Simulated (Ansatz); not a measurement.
Consider the redistribution: `[NH2][Zr]([NH2])([NH2])[I]` + `NCO[SiH3]` → `[NH2][Zr]([NH2])([NH2])[NH2]` + `[SiH3]OCI`.

Computed with Ansatz on PBE0-D4/def2-TZVP structures; ΔE is electronic, products minus reactants. CCSD(T)/CBS adds triple-zeta CCSD(T) − MP2 to the extrapolated MP2 energy (def2 sets, frozen cores). Functionals use def2-TZVPP. def2 core potentials past Kr. For I, Zr outer-core shells are correlated without core-valence functions, which leaves a few kJ/mol of doubt a bond. One conformer a species, not always the lowest.

`[NH2][Zr]([NH2])([NH2])[I]`:

Cartesian coordinates in Å:
```
N 1.391 -0.256 1.272
Zr 0.116 0.406 -0.150
N 0.113 -0.962 -1.637
N -1.734 0.415 0.661
I 0.838 2.921 -1.077
H 2.399 -0.227 1.180
H 1.156 -0.570 2.202
H 0.614 -1.839 -1.659
H -0.330 -0.814 -2.535
H -2.051 1.105 1.331
H -2.512 -0.179 0.411
```

`NCO[SiH3]`:

```xyz
11

N    -1.420   -1.051    1.184
C    -0.550   -0.020    0.749
O     0.139   -0.354   -0.456
Si    1.210    0.653   -1.192
H    -0.911   -1.905    1.368
H    -2.129   -1.248    0.490
H     0.186    0.177    1.537
H    -1.136    0.891    0.585
H     0.560    1.938   -1.577
H     1.697   -0.054   -2.399
H     2.353    0.972   -0.290
```

`[NH2][Zr]([NH2])([NH2])[NH2]`:

Z-matrix (Å, degrees):
```
Zr
N 1 2.048
N 1 2.049 2 109.9
N 1 2.048 2 109.8 3 119.5
N 1 2.048 2 108.7 3 -120.3
H 2 1.010 1 127.3 3 -13.5
H 2 1.011 1 124.0 3 160.4
H 3 1.011 1 124.0 2 79.9
H 3 1.010 1 127.3 2 -106.2
H 4 1.010 1 127.4 2 13.1
H 4 1.012 1 124.0 2 -160.8
H 5 1.010 1 127.3 2 -133.3
H 5 1.012 1 124.0 2 40.6
```

`[SiH3]OCI`:

```xyz
9

Si    0.132   -1.225   -0.591
O    -0.776    0.131   -0.271
C    -0.297    1.263    0.321
I     0.255    0.986    2.423
H     0.244   -2.084    0.611
H    -0.596   -1.928   -1.670
H     1.485   -0.806   -1.042
H     0.622    1.637   -0.132
H    -1.070    2.026    0.353
```

```tsv
level	ΔE (kJ/mol)
ωB97X-V	119.9
PBE0	122.7
```

Problem. What does CCSD(T)/CBS give? (An estimate is asked.)

Solution. The calculation gave: +111.5 kJ/mol. The listed levels differ from it by 8.4, 11.2 kJ/mol.

Largest T1 diagnostic among the species: 0.016.

From PBE to PBE0 (25 % exact exchange), in def2-TZVPP and without D4, ΔE moves by +12.8 kJ/mol. In def2-TZVPP, CCSD(T) changes the Hartree–Fock value by −24.4 kJ/mol (the triples alone add −2.4 kJ/mol) and MP2 by −21.2 kJ/mol.
